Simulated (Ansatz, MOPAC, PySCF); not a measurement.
Stepwise substitution at one centre (Ga CH3-OH). All species are isolated molecules in the gas phase. One relaxed conformer stands for each flexible species; it need not be the lowest. Strings in code marks are SMILES.

Quantity: redistribution energy (mixed species minus the weighted end members), in eV. Semi-empirical values (MOPAC) are differences of heats of formation.

Level 1: frozen-core MP2/cc-pVTZ // M06-2X/def2-TZVP (Ansatz, a first-principles code)
Level 2: PBE/6-31G* // M06-2X/def2-TZVP (PySCF)
Level 3: HF/cc-pVTZ // M06-2X/def2-TZVP (Ansatz)
Level 4: AM1 // M06-2X/def2-TZVP (MOPAC)

| species | level 2 | level 3 | level 4 |
|---|---|---|---|
| 1 of 3 CH3 replaced by OH: `[CH3][Ga]([CH3])[OH]` (C–Ga–O–H torsion 180°) | -0.214 | -0.123 | -0.079 |
| 2 of 3 CH3 replaced by OH: `[CH3][Ga]([OH])[OH]` (O–Ga–O–H torsion 180°, O–Ga–O–H torsion 0°) | -0.234 | -0.149 | -0.126 |

What does level 1 give for each?


- 1 of 3 CH3 replaced by OH: `[CH3][Ga]([CH3])[OH]` (C–Ga–O–H torsion 180°): -0.133
- 2 of 3 CH3 replaced by OH: `[CH3][Ga]([OH])[OH]` (O–Ga–O–H torsion 180°, O–Ga–O–H torsion 0°): -0.154
